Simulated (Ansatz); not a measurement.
System: CH₃BF, net charge 0, doublet state. It need not be the lowest isomer of its formula. 
Geometry from a B3LYP-D3(BJ)/def2-TZVP (Ansatz, a quantum-chemistry and plane-wave program) optimisation:
```xyz
6

B      0.3497     0.4143    -0.1913
F      1.1262    -0.6153     0.0661
C     -1.1918     0.3931     0.0321
H     -1.6139     1.3845     0.1888
H     -1.4713    -0.2661     0.8606
H     -1.6478    -0.0107    -0.8807
```
Charge 0, spin multiplicity 2.

Basis-set convergence of Hartree-Fock and MP2 correlation energies (hartree) with Ansatz. Correlated levels leave the core frozen unless marked. Open shells are spin-unrestricted. No spin-orbit coupling. No relativistic terms.

```
basis    functions       E(HF)  E(corr, MP2)
-------  ---------  ----------  ------------
cc-pVDZ          -  -163.74384      -0.39181
cc-pVTZ        132  -163.80194      -0.50140
cc-pVQZ        255  -163.81455      -0.54104
```

Extrapolating the two largest sets (X = 3 and 4) as X^-3: E(corr) = (64·(-0.54104) - 27·(-0.50140))/37 = -0.5700 Eh, an estimate of the basis-set limit. The largest set recovers 94.9 % of it, the smallest 68.7 %.
